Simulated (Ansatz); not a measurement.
`[SiH3][O][AlH][SiH3]` + `CC[CH](C)[AlH2]` → `C[CH]([AlH2])[AlH][SiH3]` + `CCO[SiH3]`  (redistribution)

Gas-phase electronic energies from Ansatz, PBE0-D4/def2-TZVP geometries. CBS: MP2 limit from def2 TZ/QZ plus the TZ coupled-cluster correction, frozen cores. DFT in def2-TZVPP. B3LYP here is the variant with VWN-RPA as its local correlation; programs differ in this. Each species was taken in one conformer, which may not be the lowest.

| level | ΔE (kJ/mol) | difference from CCSD(T)/CBS |
| --- | --- | --- |
| PBE-D4 | 167.0 | -17.4 |
| r2SCAN-D4 | 177.8 | -6.6 |
| PBE0-D4 | 173.6 | -10.8 |
| B3LYP-D4 | 180.2 | -4.2 |
| ωB97X-V | 179.7 | -4.7 |
| ωB97M-V | 180.6 | -3.8 |
| B2PLYP | 184.1 | -0.3 |
| PBE | 166.5 | -17.9 |
| r2SCAN | 177.8 | -6.6 |
| PBE0 | 173.3 | -11.1 |
| B3LYP | 179.5 | -4.9 |
| HF/def2-TZVPP | 191.5 | 7.1 |
| MP2/def2-TZVPP | 190.1 | 5.7 |
| SCS-MP2/def2-TZVPP | 189.3 | 4.9 |
| CCSD/def2-TZVPP | 186.4 | 2.0 |
| CCSD(T)/def2-TZVPP | 183.5 | -0.9 |
| HF/def2-QZVPP | 192.9 | 8.5 |
| MP2/def2-QZVPP | 191.1 | 6.7 |
| SCS-MP2/def2-QZVPP | 190.4 | 6.0 |
| HF/CBS(def2) | 193.0 | 8.6 |
| MP2/CBS(def2) | 191.0 | 6.6 |
| CCSD/CBS(def2) | 187.3 | 2.9 |
| CCSD(T)/CBS | 184.4 | 0 |

Largest T1 diagnostic among the species: 0.013.

From PBE to PBE0 (25 % exact exchange), in def2-TZVPP and without D4, ΔE moves by +6.8 kJ/mol.
